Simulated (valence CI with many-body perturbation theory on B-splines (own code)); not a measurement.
How close is CI+MBPT for As?

Calculated by valence CI with perturbative core correlation (CI+MBPT): five valence electrons over a frozen Dirac-Fock core [Ar] 3d10, radial functions for each j: 11 s, 11 p, 10 d, 8 f, 5 g, 2 h, with the one-electron correlation potential Σ1 (screened to all orders), the two-electron term Σ2, the three-electron term Σ3, Breit, model QED; selected single and double excitations, second order for the rest, scaled by the run's own slope (own B-spline code, finite nucleus).

Against 11 measured levels this calculation errs by 225 cm⁻¹ on average and by 288 at most. These come from a selection out of the NIST Handbook of Basic Atomic Spectroscopic Data. Levels without a partner in it may be off by more. Among the levels kept, up to 3100 cm⁻¹ of a level comes from second order outside the variational space, and about a tenth of that is noise between levels of different J, which matters for small intervals.

Measured levels: NIST Handbook of Basic Atomic Spectroscopic Data (Sansonetti and Martin, J. Phys. Chem. Ref. Data 34, 1559 (2005)). Pairs share parity and J, and are chosen by configuration, term and nearness in energy; levels without a clear partner are left out. Energies in cm⁻¹ above the measured ground level.

| Computed label | Label in the source | Measured | Computed | Difference |
| --- | --- | --- | --- | --- |
| 4s2 4p3 4S°_3/2 | 4p3 4S° | 0 | 0.0 | 0 |
| 4s2 4p3 2D°_3/2 | 4p3 2D° | 10592.7 | 10740.7 | +148 |
| 4s2 4p3 2D°_5/2 | 4p3 2D° | 10914.9 | 11064.8 | +150 |
| 4s2 4p3 2P°_1/2 | 4p3 2P° | 18186.3 | 18363.2 | +177 |
| 4s2 4p3 2P°_3/2 | 4p3 2P° | 18647.7 | 18837.6 | +190 |
| 4s2 4p2 5s 4P_1/2 | 4p2(3P) 5s 4P | 50693.9 | 50405.9 | -288 |
| 4s2 4p2 5s 4P_3/2 | 4p2(3P) 5s 4P | 51610.4 | 51330.9 | -280 |
| 4s2 4p2 5s 4P_5/2 | 4p2(3P) 5s 4P | 52898.1 | 52610.2 | -288 |
| 4s2 4p2 5s 2P_1/2 | 4p2(3P) 5s 2P | 53135.8 | 52878.7 | -257 |
| 4s2 4p2 5s 2P_3/2 | 4p2(3P) 5s 2P | 54605.5 | 54338.3 | -267 |
| 4s2 4p2 5s 2D_5/2 | 4p2(1D) 5s 2D | 60815.2 | 60599.7 | -216 |
| 4s2 4p2 5s 2D_3/2 | 4p2(1D) 5s 2D | 60835.0 | 60620.3 | -215 |

Over 11 excited levels the mean absolute difference is 225 cm⁻¹, the median 216 and the largest 288. The comparison draws on a selection of the measured levels: 12 of the 54 computed ones have a partner in it, and others may be off by more.
